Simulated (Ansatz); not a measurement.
C5H13BrGaN (`C[CH](C)[Ga]([Br])[N](C)C`) at its PBE0-D4/def2-TZVP geometry, where that method's forces vanish. Charge 0, multiplicity 1.

```xyz
21

C     0.8282    1.6438    1.9863
C     0.9531    0.2988    1.2782
C     2.4057   -0.1626    1.2189
Ga    0.1910    0.4053   -0.5386
Br    1.1599    1.9016   -2.0156
N    -1.1984   -0.5268   -1.2402
C    -1.6918   -0.3858   -2.5855
C    -1.9234   -1.5034   -0.4677
H     1.2708    1.5912    2.9878
H    -0.2117    1.9599    2.1031
H     1.3542    2.4316    1.4395
H     0.3645   -0.4471    1.8237
H     3.0184    0.5267    0.6309
H     2.8356   -0.2017    2.2265
H     2.5109   -1.1574    0.7782
H    -1.6267   -1.3351   -3.1364
H    -2.7465   -0.0754   -2.5935
H    -1.1154    0.3619   -3.1316
H    -2.9882   -1.2423   -0.3839
H    -1.5212   -1.5815    0.5453
H    -1.8689   -2.5018   -0.9254
```

Question: What forces (eV/Å) does PBE-D4/def2-TZVPP give on these atoms in Ansatz 0.2.0? (Estimate.)

Answer: Computed: 
```
C1  -0.039  0.014 -0.018
C2   0.025  0.005  0.043
C3  -0.003 -0.027 -0.037
Ga4  0.134  0.069  0.113
Br5  0.095  0.151 -0.155
N6  -0.039 -0.019 -0.039
C7  -0.010  0.036 -0.102
C8  -0.022 -0.058  0.093
H9   0.091 -0.010  0.204
H10 -0.196  0.070  0.025
H11  0.099  0.157 -0.101
H12 -0.130 -0.150  0.087
H13  0.123  0.128 -0.113
H14  0.089 -0.007  0.205
H15  0.031 -0.189 -0.085
H16  0.005 -0.197 -0.120
H17 -0.223  0.059 -0.010
H18  0.118  0.154 -0.114
H19 -0.229  0.045  0.017
H20  0.078 -0.019  0.205
H21  0.002 -0.214 -0.095
```
